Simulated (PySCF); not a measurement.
**Exercise with solution: oscillator strength and radiative lifetime**

CH6SiTe, SMILES C[Te][SiH3].

Geometry: B3LYP-D3(BJ)/def2-SVP. The def2 effective core potentials stand for the cores of Te; spin–orbit coupling is left out.

PySCF 2.14.0 with TDA-ωB97X/def2-SVPD puts the first singlet state with f over 0.02 at 4.98 eV (vertical), with the transition dipole (0.000, 0.000, 0.407) in atomic units.

Find the oscillator strength, the wavelength and the radiative lifetime that this transition would have in vacuum if emission retraced absorption.


|μ|² = 0.1656 au, so |μ| = 1.03 D. ΔE = 4.98/27.211 = 0.1830 hartree. f = (2/3) ΔE |μ|² = 0.020 (the program prints 0.020).
λ = 1239.84/4.98 = 249 nm; ν = 40166 cm⁻¹.
Einstein's coefficient A = 0.6670 ν² f s⁻¹ (ν in cm⁻¹) = 2.2e7 s⁻¹, so τ = 1/A = 46 ns. This state is S2; the lower singlet has f = 0.002. The figure is the radiative limit of this one transition; relaxation, internal conversion, crossing to triplets and a medium change what is measured.
